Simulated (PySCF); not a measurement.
SeF₂: bending curve

Computed with PySCF, r2SCAN, basis Se def2-TZVP, F def2-TZVP (no relativity, density fitting).

Rigid scan from the singlet minimum (Se–F 1.739 Å (×2); F–Se–F 96.4°). Coordinate: the F–Se–F angle, bonds fixed. Energies in kJ/mol from the minimum.

Task: Predict the curve at 80, 90, 100, 110, 120, 130, 140, 150, 160, 170, 180.

Result: 
| bond angle (°) | E (kJ/mol) | dipole size (D) |
| --- | --- | --- |
| 80 | 31.7 | 2.32 |
| 90 | 4.0 | 2.04 |
| 100 | 1.1 | 1.73 |
| 110 | 13.7 | 1.43 |
| 120 | 37.5 | 1.13 |
| 130 | 69.5 | 0.85 |
| 140 | 106.9 | 0.60 |
| 150 | 146.1 | 0.38 |
| 160 | 260.8 | 0.83 |
| 170 | 209.4 | 0.09 |
| 180 | 219.6 | 0.00 |

With the bonds held, the linear shape lies 219.6 kJ/mol from the minimum.

The scan took roughly 4 core-minutes on a shared host.
